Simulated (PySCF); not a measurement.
An EPR job on `O=C(O)[C]1CC=CO1` [radical].

Method: UKS B3LYP, pcH-1 on C H O, non-relativistic, mean-field spin-orbit, GIAO (PySCF 2.14.0). Geometry: GFN2-xTB. A driver script takes a list of jobs; this job's settings line and coordinates (Å) are shown.

Input:
```
{"job": {"kind": "epr", "basis": "pcH-1"}, "charge": 0, "multiplicity": 2}
O      2.041242    -1.626268    -0.260967
C      1.727975    -0.479171     0.024486
O      2.649372     0.456820     0.364587
C      0.388024    -0.007379     0.032144
C     -0.831796    -0.803256    -0.294963
C     -1.888534     0.235907    -0.107562
C     -1.290513     1.374917     0.255837
O      0.056203     1.263800     0.348559
H      3.527257     0.049782     0.332218
H     -0.950343    -1.669720     0.366680
H     -0.798438    -1.208447    -1.313278
H     -2.936888     0.071034    -0.247014
H     -1.697949     2.342466     0.481544
```

Output:
```
UKS, coarse grid
  cycle   1  E = -418.96401352  |g| = 7.80e-01
  cycle   2  E = -418.32016988  |g| = 1.50e+00
  cycle   3  E = -419.14683575  |g| = 3.12e-01
  cycle   4  E = -419.18100787  |g| = 1.05e-01
  cycle   5  E = -419.18433407  |g| = 3.25e-02
  cycle   6  E = -419.18478051  |g| = 1.40e-02
  cycle   7  E = -419.18486469  |g| = 6.24e-03
  cycle   8  E = -419.18488738  |g| = 2.79e-03
  cycle   9  E = -419.18489420  |g| = 1.17e-03
  cycle  10  E = -419.18489564  |g| = 3.11e-04
UKS, final grid
  cycle   1  E = -419.18486993  |g| = 2.86e-04
  cycle   2  E = -419.18486995  |g| = 3.45e-04
  cycle   3  E = -419.18487000  |g| = 9.14e-05
  cycle   4  E = -419.18487001  |g| = 7.27e-05
  cycle   5  E = -419.18487002  |g| = 3.61e-05
  cycle   6  E = -419.18487002  |g| = 1.31e-05
E = -419.18487002 Eh   <S^2> = 0.7567 (exact 0.7500)
g shifts (ppm)      1          2          3
  rmc          -218       -218       -218
  gc            -10         44         35
  oz_so         -19       1966       3468
  total        -247       1792       3285
hyperfine (MHz)  atom isotope    a_iso     a_fc   dipolar eigenvalues
    0   17O     -12.37     -12.37    -55.94     27.85     28.09
    1   13C     -31.24     -31.24     -3.40      0.63      2.77
    2   17O       1.46       1.46     -8.07      3.32      4.75
    3   13C      54.98      54.98    -57.15    -56.44    113.59
    4   13C     -31.45     -31.45     -1.71      0.20      1.50
    5   13C       8.89       8.89     -8.66     -6.07     14.73
    6   13C     -10.84     -10.84     -9.21      3.35      5.86
    7   17O     -18.67     -18.67    -58.27     28.17     30.10
    8    1H      -3.29      -3.29     -2.68     -2.09      4.77
    9    1H     132.47     132.47     -4.15     -2.25      6.40
   10    1H     133.03     133.03     -4.16     -2.25      6.41
   11    1H      -7.68      -7.68     -4.67     -1.38      6.06
   12    1H       1.31       1.31     -2.60     -1.30      3.90
```

rmc, gc and oz_so are the mass-correction, gauge-correction and orbital-Zeeman/spin–orbit parts of the g shift along its three principal axes; a_iso is the isotropic hyperfine coupling and a_fc its Fermi-contact part. The program numbers atoms from 0.

Task: How far is ⟨S²⟩ from the pure-spin value?

Result: S = 0.5 gives S(S+1) = 0.75; the run has 0.7567, 0.0067 more.

Summary of the converged run: ⟨S²⟩ 0.757; g_iso 2.0039.

Geometry: GFN2-xTB, one conformer, isolated molecule.

Task: Estimate the wall time. Hardware: one thread of an x86-64 server (shared host).

Result: About 35 s.
Labels such as C1 count atoms from 1, the log's own numbers from 0.
